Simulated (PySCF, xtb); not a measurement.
WOCl3, SMILES [O]=[W]([Cl])([Cl])[Cl] (connectivity only; charge and spin as stated), neutral, multiplicity 2.

Harmonic wavenumbers (cm⁻¹) from GFN2-xTB (xtb 6.7.1) at its own minimum, in rising order: 74, 82, 108, 126, 168, 316, 331, 360, 883.

Q: What does PBE-D3(BJ)/def2-SVP (PySCF) give at its own minimum? (Estimate from the structure and the level; the computed values follow.)

A: 65, 86, 112, 122, 214, 387, 387, 405, 1004. Paired by order, the mean absolute difference is 40 cm⁻¹ and the zero-point energies are 3.5 and 4.0 kcal/mol.
